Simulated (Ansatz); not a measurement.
**Energy on a grid of two coordinates**

SbHCl₂ (SMILES [Cl][SbH][Cl]), singlet, PBE0-D4/def2-TZVP minimum:

```xyz
4
angstrom
Cl -1.9826 -0.0109 0.0751
Sb 0.1791 -0.2544 -0.7969
Cl 1.2397 -1.1495 1.0915
H 0.6193 1.3546 -0.3901
```

Rows set the bond length Cl1–Sb2 (Å; 2.344 at the minimum), columns the angle Cl3–Sb2–Cl1 (°; 99.1), set in this order; the parts move rigidly, in a bend the first-named atom's side turns in the plane, and in a torsion the whole end group turns. CCSD(T) energies count from the value at that structure, in kcal/mol. Ansatz 0.2.0; basis: def2-TZVPP; cores frozen in the correlated methods. Filled d shells of the heavier atoms are correlated. Core potentials replace the inner electrons of the atoms past krypton. The def2 sets are not built for correlating such inner shells, so the correlated values are less sure here.

```json
{"Cl1–Sb2 \\ Cl3–Sb2–Cl1": "2.062", "75.1": "38.67", "83.1": "26.78", "91.1": "21.32", "99.1": "19.75", "107.1": "20.88", "115.1": "24.04", "123.1": "28.82"}
{"Cl1–Sb2 \\ Cl3–Sb2–Cl1": "2.181", "75.1": "?", "83.1": "11.59", "91.1": "6.77", "99.1": "5.44", "107.1": "6.55", "115.1": "9.50", "123.1": "13.93"}
{"Cl1–Sb2 \\ Cl3–Sb2–Cl1": "2.354", "75.1": "13.81", "83.1": "5.07", "91.1": "1.08", "99.1": "0.02", "107.1": "1.03", "115.1": "3.64", "123.1": "7.55"}
{"Cl1–Sb2 \\ Cl3–Sb2–Cl1": "2.557", "75.1": "16.47", "83.1": "9.55", "91.1": "6.34", "99.1": "5.48", "107.1": "6.34", "115.1": "8.54", "123.1": "11.86"}
{"Cl1–Sb2 \\ Cl3–Sb2–Cl1": "2.782", "75.1": "25.92", "83.1": "20.61", "91.1": "18.07", "99.1": "17.36", "107.1": "18.02", "115.1": "19.81", "123.1": "22.54"}
{"Cl1–Sb2 \\ Cl3–Sb2–Cl1": "3.024", "75.1": "38.14", "83.1": "34.15", "91.1": "32.14", "99.1": "31.53", "107.1": "32.03", "115.1": "33.45", "123.1": "35.65"}
{"Cl1–Sb2 \\ Cl3–Sb2–Cl1": "3.281", "75.1": "50.41", "83.1": "47.46", "91.1": "45.90", "99.1": "45.38", "107.1": "45.73", "115.1": "?", "123.1": "48.58"}
```

Fill in the withheld cells. (An estimate is asked for; the value comes from the calculation.)

Computed: (2.181, 75.1): 22.14; (3.281, 115.1): 46.83 kcal/mol. These count from the CCSD(T) energy at the PBE0-D4 minimum.

The same grid for a cheaper method: PBE-D4 − CCSD(T), both counted from the minimum, in kcal/mol:
```tsv
Cl1–Sb2 \ Cl3–Sb2–Cl1	75.1	83.1	91.1	99.1	107.1	115.1	123.1
2.062	1.15	1.80	2.02	1.99	1.75	1.35	0.82
2.181	0.76	1.27	1.40	1.31	1.04	0.62	0.07
2.354	-0.32	0.00	0.05	-0.09	-0.39	-0.82	-1.37
2.557	-1.91	-1.74	-1.76	-1.92	-2.21	-2.63	-3.16
2.782	-3.71	-3.64	-3.68	-3.83	-4.09	-4.47	-4.95
3.024	-5.47	-5.45	-5.49	-5.62	-5.85	-6.18	-6.61
3.281	-6.87	-6.90	-6.96	-7.07	-7.26	-7.54	-7.91
```

The T1 diagnostic stays at or below 0.026. The T1 diagnostic is large here, which may signal multireference character or strong orbital relaxation, so CCSD(T) is less sure. The restricted Hartree–Fock reference is unstable towards an unrestricted one here.

For scale, one of the runs: CCSD(T)/def2-TZVPP, 148 basis functions (an equivalent command: `ansatz run in.yaml --threads 2`). Hardware: 2 CPU threads, shared host. Wall time 29 s; peak host memory 0.99 GiB.
